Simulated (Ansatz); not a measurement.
`C[Si](C)(O)Cl` and `C[Si](C)(N)O` differ in one atom or group.

Ansatz, PBE0-D4/def2-TZVP geometries, multiplicity 1. Each molecule was computed in one conformer, which needn't be the lowest.

```json
{"property": "HOMO energy (B3LYP/def2-TZVPP) / eV", "`C[Si](C)(O)Cl`": "-8.16"}
{"property": "HOMO–LUMO gap (PBE0/def2-TZVPP) / eV", "`C[Si](C)(O)Cl`": "9.10"}
{"property": "HOMO energy (PBE/def2-TZVPP) / eV", "`C[Si](C)(O)Cl`": "-7.01"}
{"property": "LUMO energy (ωB97M-V/def2-TZVPP) / eV", "`C[Si](C)(O)Cl`": "2.13"}
{"property": "size of the dipole moment (PBE/def2-TZVPP) / D", "`C[Si](C)(O)Cl`": "1.57"}
{"property": "size of the dipole moment (ωB97M-V/def2-TZVPP) / D", "`C[Si](C)(O)Cl`": "1.59"}
```

Task: Give the same properties after the change, and the shifts. (An estimate is asked.)

Result: Ansatz gave: 
```tsv
property	`C[Si](C)(N)O`	shift
HOMO energy (B3LYP/def2-TZVPP) / eV	-7.02	1.14
HOMO–LUMO gap (PBE0/def2-TZVPP) / eV	8.03	-1.07
HOMO energy (PBE/def2-TZVPP) / eV	-5.80	1.21
LUMO energy (ωB97M-V/def2-TZVPP) / eV	2.13	0.00
size of the dipole moment (PBE/def2-TZVPP) / D	1.71	0.14
size of the dipole moment (ωB97M-V/def2-TZVPP) / D	1.76	0.17
```

With PBE0 the HOMO rises by 1.14 eV and the LUMO rises by 0.06 eV, so the gap narrows by about 1.08 eV. PBE moves the HOMO by 1.21 eV and ωB97M-V by 1.01 eV. Dipoles are sizes alone; their direction can turn.

B3LYP here is the variant with VWN-RPA as its local correlation; programs differ in this.
